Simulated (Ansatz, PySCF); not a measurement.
Breaking the B1–H2 bond in BH3O (SMILES BO) (multiplicity 1 held, fragments rigid). Energies count from the point at 1.192 Å.
Geometry at that point (charge 0, multiplicity 1):
```xyz
5

B     -0.448    -0.553     0.061
H     -0.338    -1.338     0.952
H     -1.302    -0.642    -0.773
O      0.445     0.460     0.028
H      0.321     1.070    -0.707
```

Unrestricted levels (U-) break spin symmetry where that is lower. Active spaces are followed from a long bond inwards. Curves can end on different states.

Correlated levels freeze the cores. Rows in 3-21G, 6-31G* carry no dispersion term and start afresh at each structure (6-31G* with six Cartesian d functions). MP2/6-31G* freezes PySCF's default core.

Programs: Ansatz (Gaussian basis) for Hartree–Fock, density functionals and correlated methods; PySCF for 3-21G rows, 6-31G* rows. 

Other levels give for the energy at R = 3.814 Å: U-PBE/cc-pVTZ 443.7; U-B3LYP/cc-pVTZ 459.1; U-wB97X-V/cc-pVTZ 466.9; FIC-MRCISD+Q on CASSCF(2,2)/cc-pVTZ 460.1 kJ/mol.

Problem. What do these common cheap choices give for the same quantity: R-HF/3-21G, R-HF/6-31G*, U-HF/6-31G*, R-B3LYP/6-31G*, U-B3LYP/6-31G*, R-MP2/6-31G*?

Solution. R-HF/3-21G 784.5; R-HF/6-31G* 774.8; U-HF/6-31G* 378.2; R-B3LYP/6-31G* 606.5; U-B3LYP/6-31G* 466.8; R-MP2/6-31G* 598.4 kJ/mol. They span 378.2 to 784.5 kJ/mol.

Doubts at one or more of the structures used: a restricted determinant that unrestricted orbitals would lower (R-HF/3-21G, R-HF/6-31G*, R-B3LYP/6-31G*, R-MP2/6-31G*); a spin-contaminated determinant (U-HF/6-31G*, U-B3LYP/6-31G*, U-PBE/cc-pVTZ, U-B3LYP/cc-pVTZ, U-wB97X-V/cc-pVTZ).

Ansatz is an electronic-structure program.
